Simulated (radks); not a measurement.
Results of a calculation; reference values are marked as such.
Species: the technetium ion Tc3+. Configuration: [Kr] 4d4.

Level of theory: scalar-relativistic Kohn-Sham, AM05, spin-polarised, spherical densities, finite nucleus; open shells are filled with parallel spins first (spin-orbit coupling, left out, can overturn this in heavy ions); Fermi nuclear charge, rms radius 4.4112 fm (a radial shooting solver on a logarithmic mesh with Libxc functionals).

Energy parts (eV):
total: -116454.145
kinetic: 120219.726
electron-nucleus: -279555.495
Hartree: 46237.264
exchange-correlation: -3355.640

Orbitals (lengths in bohr, moments of r in powers of bohr; <r^-3> diverges for s and p1/2; r(max) is where P^2 peaks):
orbital  occ.  eigenvalue (eV)      <r>  <r^-3>   r(max)   <1/r>
1s down     1        -20872.34  0.03431       -  0.02230   44.66
1s up       1        -20872.34  0.03431       -  0.02230   44.66
2s up       1        -3005.209   0.1497       -   0.1263   10.07
2s down     1        -3004.627   0.1497       -   0.1263   10.08
2p up       3        -2694.059   0.1304    2764   0.1009   9.788
2p down     3        -2693.614   0.1304    2765   0.1009   9.789
3s up       1        -548.3638   0.4160       -   0.3727   3.476
3s down     1        -547.9972   0.4159       -   0.3728   3.476
3p up       3        -446.2860   0.4168   467.9   0.3659   3.310
3p down     3        -445.8756   0.4166   467.8   0.3660   3.310
3d up       5        -280.8672   0.3992   62.69   0.3109   3.082
3d down     5        -280.2783   0.3989   62.70   0.3111   3.083
4s up       1        -104.6388    1.054       -   0.9484   1.297
4s down     1        -101.7976    1.048       -   0.9452   1.305
4p up       3         -76.4907    1.159   71.62    1.021   1.161
4p down     3         -73.4483    1.154   72.88    1.016   1.169
4d up       4         -36.3832    1.509   5.893    1.239  0.8715
4d down     0         -33.1689    1.526   5.898    1.229  0.8682

The highest occupied level is 4d up at -36.383 eV. Spin moment in Bohr magnetons: 4. For comparison, the ionisation energy in NIST's Atomic Spectra Database is 41 eV (theoretical). In exact Kohn-Sham theory the highest level is minus the ionisation energy, but local and semilocal functionals leave it too shallow, through self-interaction and a potential that decays too fast; potentials with the right tail come closer. The density falls to 0.001 e/bohr^3 at r = 3.24 bohr. Summed over all electrons, <r^2> = 26.03 bohr^2, which gives a Langevin (diamagnetic) susceptibility term of -20.6 x 10^-6 cm^3/mol.
